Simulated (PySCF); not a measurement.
Computed IR spectrum (relative IR intensity) of a molecule C2H6N, multiplicity 2. Geometry: PBE-D3(BJ)/def2-TZVP. One conformer was computed; it need not be the lowest. Level of theory: PySCF with PBE-D3(BJ)/def2-TZVP. Harmonic, unscaled wavenumbers; measured fundamentals usually lie a few per cent lower.

```csv
ν (cm⁻¹),relative intensity
322,15
378,17
576,78
624,80
948,7.5
1007,3.3
1095,7.8
1215,6.8
1274,17
1417,8.4
1428,11
1446,2.9
1485,21
2896,100
2994,32
3049,19
3078,12
3190,12
3487,7.0
```

Task: Which molecule gave these data?
A) C[CH]N
B) [CH2]NC
C) CC[NH]
D) [CH2]CN

Result: B, [CH2]NC
